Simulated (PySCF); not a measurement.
B(Cl)2(Me) (CH3BCl2), SMILES B(C)(Cl)Cl.

The structure is a stationary point at ωB97X-D3(BJ)/def2-SVP.

Computed with TDDFT-LC-ωPBE/def2-SVPD (PySCF 2.14.0).

Vertical excitations. Isolated molecule, no solvent.

```csv
state,energy (eV),λ (nm),f,main pairs
S1,6.45,192,0.001,HOMO−1→LUMO 97 %
S2,6.48,191,0.000,HOMO→LUMO 97 %
S3,7.53,165,0.155,HOMO−2→LUMO 95 %
S4,8.46,147,0.112,HOMO−3→LUMO 94 %
S5,8.57,145,0.001,HOMO−4→LUMO 96 %
S6,8.90,139,0.051,HOMO→LUMO+1 81 %
S7,9.02,137,0.003,HOMO−5→LUMO 94 %
S8,9.07,137,0.156,HOMO−1→LUMO+1 80 %
S9,9.34,133,0.000,HOMO−2→LUMO+1 81 %
S10,9.76,127,0.002,"HOMO→LUMO+5 38 %, HOMO→LUMO+9 15 %, HOMO−1→LUMO+2 9 %, HOMO→LUMO+3 7 %"
T1,6.02,206,0,HOMO−1→LUMO 94 %
T2,6.30,197,0,HOMO→LUMO 97 %
T3,6.54,190,0,HOMO−2→LUMO 96 %
T4,7.28,170,0,HOMO−3→LUMO 91 %
```
Triplets are in the Tamm–Dancoff approximation, which puts them higher than full response would, so one can lie above its singlet here.
